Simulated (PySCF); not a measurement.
**MoF2: from structure and modes to constants**

Level of theory: UPBE0/[Mo def2-TZVP with ECP28, F def2-TZVP], scalar-relativistic core potentials, density fitting, no spin–orbit coupling, PySCF.

The quintet minimum has C2v symmetry. Masses (u): Mo 97.90541, F 18.99840.

```xyz
3
charge 0 multiplicity 5, angstrom
Mo    0.0000    0.0000   -0.2076
F     1.7212    0.0000    0.5194
F    -1.7212    0.0000    0.5194
```

Harmonic wavenumbers (cm⁻¹): 137.7 (a1, ×1), 646.8 (a1, ×1), 679.0 (b2, ×1).

(1) Find the principal moments of inertia and the rotational constants. What kind of rotor is it?

(2) What is the harmonic zero-point energy?

(3) Find the vibrational entropy and heat capacity at 298.15 K.

Answers

(1) About the centre of mass I = 14.469, 112.56, 127.03 u Å². With B = 16.8576/I this gives 1.165, 0.1498, 0.1327 cm⁻¹. The molecule is an asymmetric top with κ = -0.97.

(2) Half the sum of all 3 wavenumbers, 1464/2 = 732 cm⁻¹, which is 8.8 kJ/mol (1 cm⁻¹ = 0.0119627 kJ/mol).

(3) With u = 1.43878 ω/T, each mode gives S = R[u/(eᵘ−1) − ln(1−e⁻ᵘ)] and C = R u² eᵘ/(eᵘ−1)².
```json
{"ω (cm⁻¹)": "137.7", "u": "0.665", "S (J/(mol K))": "11.86", "C (J/(mol K))": "8.02"}
{"ω (cm⁻¹)": "646.8", "u": "3.121", "S (J/(mol K))": "1.57", "C (J/(mol K))": "3.91"}
{"ω (cm⁻¹)": "679.0", "u": "3.277", "S (J/(mol K))": "1.39", "C (J/(mol K))": "3.64"}
```
The sums over all modes are S = 14.8 and C = 15.6 J/(mol K); the softest mode gives 80 % of the entropy.

This need not be the most stable arrangement of these atoms. Other spin states or occupations of the open shell can lie lower.
